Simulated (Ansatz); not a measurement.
Basis-set extrapolation for CHBFNO (`N=C1OB1F`) (PBE0-D4/def2-TZVP geometry, frozen core, the Gaussian-basis code of Ansatz). Multiplicity 1, RHF reference.

```csv
,def2-TZVPP,def2-QZVPP
HF,-292.035923,-292.049084
MP2 correlation,-0.920276,-0.992579
CCSD(T) correlation,-0.963170,not run
```

Energies in hartree. Use E(X) = E(∞) + A·exp(−7.88·√X) for Hartree–Fock and E(X) = E(∞) + B·X^(−2.97) for correlation, with X = 3 and 4, and add CCSD(T) minus MP2 of the smaller set to the MP2 limit.

Task: What is the CCSD(T) energy at the basis-set limit?

Result: HF limit: -292.049084 + (-0.013161) × 0.13774 = -292.05090. MP2 limit: -0.992579 + (-0.072303) × 0.74074 = -1.04614. Higher-order term: -0.963170 − (-0.920276) = -0.04289. Total: -293.13993 hartree, 88.4 kcal/mol below CCSD(T)/def2-TZVPP.
